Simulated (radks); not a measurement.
Problem. Valence configurations of Tb+ (all share [Xe]). All-electron calculation, scalar-relativistic Kohn-Sham, r2SCAN, spin-unpolarised, spherical densities, finite nucleus; meta-GGA in the generalised Kohn-Sham scheme; Fermi nuclear charge, rms radius 5.06 fm. Program: a radial shooting solver on a logarithmic mesh with Libxc functionals. Order these by energy: 4f10; 4f9.5 6s0.5; 4f8.5 6s1.5; 4f8 6s1 6p1; 4f7 6s1 6p2; 4f8.5 5d0.5 6s1; 4f8 6p2; 4f9 6s1; 4f7 5d1 6p2; 4f9 6p1.

Solution. From the lowest, in eV above it: 4f9 6s1 0.000; 4f9.5 6s0.5 0.330; 4f8.5 6s1.5 1.066; 4f10 1.707; 4f8.5 5d0.5 6s1 1.798; 4f9 6p1 3.230; 4f8 6s1 6p1 7.830; 4f8 6p2 11.742; 4f7 5d1 6p2 23.128; 4f7 6s1 6p2 24.563. NIST lists [Xe] 4f9 6s1 as the ground configuration; this level of theory agrees among the configurations tried. The energies are those of spherical spin-averaged densities, not of single terms.
